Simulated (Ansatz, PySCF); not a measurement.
System: sum formula SiBrCl (charge 0, singlet). SMILES: Cl[Si]Br
Geometry: optimised at B3LYP-D3(BJ)/def2-TZVP (Ansatz, a first-principles code).

Wanted: vertical electron affinity (to the doublet state of charge -1; a negative value means that the extra electron is unbound and the number depends on the basis; each state is the SCF solution reached for its spin; for the singlet the Hartree-Fock reference is unstable and T1 is 0.014), in eV. Correlated levels leave the core frozen unless marked. UHF or UKS for open shells. No spin-orbit coupling. Frozen are the shells of the preceding noble gas and the d and f shells that filled before the atom's block. No relativistic terms. Anions need diffuse functions: def2-D sets add few. CBS marks a two-point X^-3 extrapolation of the correlation energy; Hartree-Fock from the larger set. [CCSD(T)-MP2]/basis is that difference in the basis named.

| level | program | vertical electron affinity (eV) |
|---|---|---|
| HF/def2-TZVPPD | Ansatz | 0.86 |
| HF/def2-QZVPPD | Ansatz | 0.86 |
| SVWN5/def2-TZVPD | Ansatz | 1.19 |
| BHLYP/def2-TZVPD | Ansatz | 1.16 |
| M06-2X/def2-TZVPD | PySCF | 1.16 |
| wB97X-V/def2-TZVPD | Ansatz | 1.19 |
| wB97X/def2-TZVPD | Ansatz | 1.24 |
| B2PLYP/def2-TZVPD | Ansatz | 1.08 |
| SCS-MP2/def2-SVPD | Ansatz | 0.90 |
| SCS-MP2/def2-TZVPPD | Ansatz | 0.95 |
| CCSD/def2-SVPD | Ansatz | 0.99 |
| CCSD(T)/def2-SVPD | Ansatz | 0.97 |
| CCSD(T)/def2-TZVPPD | Ansatz | 1.07 |
| RI-MP2/CBS(def2-TZVPPD,def2-QZVPPD)+[CCSD(T)-MP2]/def2-SVPD | Ansatz | 1.12 |
| RI-MP2/CBS(def2-TZVPPD,def2-QZVPPD)+[CCSD(T)-MP2]/def2-TZVPPD | Ansatz | 1.16 |
